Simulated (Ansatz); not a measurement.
Coupled-cluster diagnostics for Ge(OH)Me3 (C3H10GeO), Ansatz.

Geometry of the singlet (PBE0-D4/def2-SVP):

Cartesian coordinates in Å:
```
C 0.068 -0.759 1.701
C 1.167 1.500 -0.319
C -0.356 -1.098 -1.464
Ge -0.211 0.174 0.009
O -1.714 1.150 0.107
H -2.497 0.618 0.282
H 1.025 -1.301 1.686
H -0.733 -1.489 1.891
H 0.089 -0.041 2.534
H 2.151 1.023 -0.436
H 1.219 2.211 0.519
H 0.939 2.063 -1.236
H -0.567 -0.570 -2.406
H -1.163 -1.825 -1.286
H 0.585 -1.657 -1.582
```

Correlated methods freeze 13 core orbitals; core or outer-core shells of Ge are correlated, in sets that lack core-valence functions.

Q: Estimate the CCSD(T) correlation energy, the shares of MP2 and (T), T1 and the reference's ⟨S²⟩ for: charge 0, singlet, own geometry in def2-SVP; and the rough time on 4 threads of Arm Neoverse V2 on a shared host.

A: 
| state | basis | correlation (eV) | MP2 share (%) | (T) share (%) | T1 | ⟨S²⟩ (pure) | wall time |
| --- | --- | --- | --- | --- | --- | --- | --- |
| charge 0, singlet, own geometry | def2-SVP | -25.456 | 92.0 | 2.7 | 0.009 | 0.00 (0.00) | 24 s |
Customary marks for T1 are 0.02 (closed shells), 0.045 (open shells) and about 0.05 (3d metals). T1 stays under 0.02 throughout.
